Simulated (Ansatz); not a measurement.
H4B2Si, SMILES `B=B[SiH3]` (charge 0, multiplicity 1).

Method: B3LYP/cc-pVTZ // B3LYP-D3(BJ)/def2-TZVP in Ansatz (a first-principles code).

Ansatz 0.2 input:
```yaml
crystal:
  periodic: [false, false, false]
  atoms:
    - { symbol: B, position_ang: [2.214667, -0.463243, 0.074084] }
    - { symbol: B, position_ang: [0.730938, -0.09331, 0.122071] }
    - { symbol: Si, position_ang: [-1.186507, 0.286492, 0.086972] }
    - { symbol: H, position_ang: [3.351873, -0.744157, 0.039692] }
    - { symbol: H, position_ang: [-1.692087, -0.64364, -0.96224] }
    - { symbol: H, position_ang: [-1.891726, -0.015061, 1.356605] }
    - { symbol: H, position_ang: [-1.527157, 1.672923, -0.315567] }
basis:
  gaussian: { orbitals: cc-pVTZ }
hamiltonian:
  xc: b3lyp
```

Output:

```
Functional definition: B3LYP
948 factors; their error is unknown
mean field evaluation 1: about -9290.8339 eV, gradient 2.1e1 eV
mean field evaluation 2: about -9291.5156 eV, gradient 1.5e1 eV
mean field evaluation 4: about -9292.3753 eV, gradient 1.5e0 eV
mean field evaluation 8: about -9292.3921 eV, gradient 3.2e-2 eV
mean field evaluation 16: about -9292.3921 eV, gradient 1.2e-4 eV
mean field evaluation 32: about -9292.3921 eV, gradient 7.4e-6 eV
mean field -9292.39209404 eV, -341.4891108465 hartree, gradient 9.5e-6 eV, S^2 0.000000; 3 other end points of the search recorded, 0 dependent functions left out
reference -9292.39236024 eV, -341.4891206292 hartree; 14, 14 occupied and 136, 136 virtual orbitals, 948 factors
Total energy: -9292.39236024 eV, -341.4891206292 hartree
```
